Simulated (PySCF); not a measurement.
## Electron correlation in Ti (titanium, neutral)

[Ar] 3d3 4s1, high-spin 5F determinant (an excited configuration). Computed with PySCF 2.14 in x2c-QZVPPall (11s7p5d3f2g, 96 functions), with the spin-free X2C one-electron Hamiltonian (Gaussian nucleus). Frozen: [Ne]; 12 electrons correlated.

| level | correlation energy (mhartree) |
| --- | --- |
| CCSD | -339.46 |
| (T) | -10.09 |
| CCSD(T) | -349.55 |

Diagnostics: T1 = 0.017, D1 = 0.0609, largest double amplitude 0.027.

Question: Is a single reference adequate?

Answer: Yes: T1 lies below 0.03 and no double amplitude reaches 0.07.

This basis was not built for core-valence correlation, so the inner-shell part is incomplete.
